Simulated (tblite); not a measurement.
Run record: tight-binding relaxation, `CC[Si]([SiH3])([SiH3])N(C)C`.

Computed with GFN2-xTB geometry optimisation, gas phase (tblite 0.8.0). Start geometry: from a force field or distance geometry. The command runs a driver script over a list of jobs; the input below is this job's line of settings and its coordinates in Å.

Command:
```bash
OMP_NUM_THREADS=1 python probes_run.py task.json out
```

Input:
```
{"job": {"kind": "relax", "xc": "GFN2-xTB", "basis": "xTB"}, "charge": 0, "multiplicity": 1}
C      2.412600    -0.889600    -1.014600
C      1.983800    -0.109300     0.190800
Si     0.178700     0.351000     0.175400
Si    -0.242700     1.107000     2.241600
Si    -0.142900     2.106100    -1.178400
N     -0.879700    -0.993000    -0.301800
C     -1.967200    -0.574200    -1.141500
C     -1.253700    -1.820400     0.811700
H      2.509500    -0.165200    -1.851000
H      1.630600    -1.642700    -1.271400
H      3.368700    -1.395500    -0.907200
H      2.131300    -0.725000     1.123100
H      2.522100     0.846700     0.346600
H      0.294800     0.063300     3.158800
H      0.547600     2.354700     2.362900
H     -1.669700     1.360200     2.480700
H     -1.267600     2.959000    -0.740800
H      1.074900     2.930300    -1.031200
H     -0.280100     1.730000    -2.580300
H     -1.762600     0.450400    -1.529300
H     -2.914400    -0.495400    -0.566700
H     -2.129100    -1.214100    -2.020100
H     -0.379900    -2.162900     1.420000
H     -2.024800    -1.313900     1.420600
H     -1.751300    -2.733500     0.411500
```

Q: Estimate the output.

A: 
```
step      E/eV     max force
  0    -688.40173    1.738
  1    -688.58369    0.745
  2    -688.65154    0.516
  3    -688.72819    0.547
  4    -688.79184    0.579
  5    -688.85477    0.567
  6    -688.91553    0.558
  7    -688.97794    0.598
  8    -689.03647    0.621
  9    -689.08700    0.480
... (143 lines left out)
153    -689.32652    0.013
154    -689.32656    0.017
155    -689.32662    0.021
156    -689.32668    0.017
157    -689.32674    0.016
158    -689.32678    0.016
159    -689.32682    0.018
160    -689.32687    0.020
161    -689.32692    0.012
162    -689.32694    0.009
```

«max force» is the largest atomic force in eV/Å.

Q: From which step on does the largest force stay under 0.1 eV/Å, and how much energy is left to gain from there?

A: From step 86 (0.095 eV/Å), 17.6 meV above the end.

Main results: energy lowered by 21.3 kcal/mol over 162 steps; largest atomic force 0.009 eV/Å at the end.

Q: Where do the atoms end?

A: 0.523 Å rms from the input after alignment:
```
atom  x, y, z in Å
C1     2.3331   -0.8673   -0.9693
C2     1.8733   -0.2437    0.3417
Si3    0.1176    0.5358    0.2546
Si4   -0.3952    1.3072    2.4089
Si5    0.1318    2.1047   -1.4656
N6    -0.9489   -0.7433   -0.2672
C7    -2.2752   -0.4185   -0.7276
C8    -0.9167   -2.0419    0.3599
H9     2.3605   -0.1180   -1.7582
H10    1.6537   -1.6588   -1.2770
H11    3.3314   -1.2929   -0.8713
H12    1.9347   -0.9896    1.1365
H13    2.5731    0.5464    0.6220
H14    0.0317    0.4178    3.4982
H15    0.2016    2.6145    2.6996
H16   -1.8415    1.4757    2.6066
H17   -0.9684    3.0667   -1.3225
H18    1.3636    2.8986   -1.4103
H19    0.0393    1.6084   -2.8427
H20   -2.2618    0.5312   -1.2578
H21   -2.9907   -0.3425    0.1024
H22   -2.6313   -1.1953   -1.4101
H23    0.0941   -2.2740    0.6800
H24   -1.5803   -2.0923    1.2334
H25   -1.2400   -2.8045   -0.3550
```

Q: How long does this job take on one thread, Intel Xeon at 2.50 GHz (x86_64), shared host with 64 logical CPUs at a one-minute load of 31?

A: About 6.8 s.
Labels such as C1 count atoms from 1, the log's own numbers from 0.
